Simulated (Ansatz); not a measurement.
`FC[TeH]` + `O[SiH2]F` → `FCO[SiH2]F` + H₂Te at 700 K and 1 bar (substitution at a C–Te bond).

Isolated molecules relaxed with PBE0-D4/def2-TZVP in Ansatz; ΔE leaves out vibrations. CBS: MP2 limit from def2 TZ/QZ plus the TZ coupled-cluster correction, frozen cores. Elements past krypton have def2 core potentials. For Te outer-core shells are correlated without core-valence functions, which leaves a few kJ/mol of doubt a bond. Each species was taken in one conformer, which may not be the lowest.

| species | CCSD(T)/CBS energy (Eh) | H − E (kJ/mol) | S (J/(mol·K)) |
| --- | --- | --- | --- |
| `FC[TeH]` | -407.34762 | 141.4 | 363.2 |
| `O[SiH2]F` | -465.96250 | 137.3 | 346.2 |
| `FCO[SiH2]F` | -604.39331 | 214.9 | 438.4 |
| H₂Te | -268.91024 | 57.2 | 261.6 |

H − E and S are ideal-gas, rigid-rotor, harmonic terms from PBE0-D4/def2-TZVP, for one conformer and one mirror image of each species. 1 Eh = 2625.50 kJ/mol, R = 8.31446 J/(mol·K).

Problem. By hand: ΔE, ΔH, ΔS and ΔG.

Solution. ΔE = (-604.39331) + (-268.91024) − (-407.34762) − (-465.96250) = 0.00657 Eh = 17.2 kJ/mol. Δ(H − E) = 214.9 + 57.2 − 141.4 − 137.3 = -6.6, so ΔH = 10.6 kJ/mol. ΔS = 438.4 + 261.6 − 363.2 − 346.2 = -9.4 J/(mol·K). ΔG = 10.6 − 700 × (-9.4)/1000 = 17.2 kJ/mol.

Problem. By hand: the equilibrium constant, and the temperature at which ΔG would vanish if ΔH and ΔS stayed fixed.

Solution. log₁₀ K = −ΔG/(RT ln 10) = -1.3. ΔH and −TΔS have one sign here, so there is no such temperature.

TΔS isn't small against ΔH here. A doubt of 5 kJ/mol in ΔE shifts log₁₀ K by 0.4 here. Other conformers and mirror images would add mixing entropy, several J/(mol·K) or more a flexible species. Modes under 60 cm⁻¹, often nearly free rotors, make the harmonic entropy too high. These are equilibria of isolated gas molecules and say nothing of rates. Largest T1 diagnostic: 0.012 (customary marks: 0.02 for closed shells, 0.045 for open ones).

ΔS is within the doubt of such terms, so its sign, and with it that verdict, could turn.
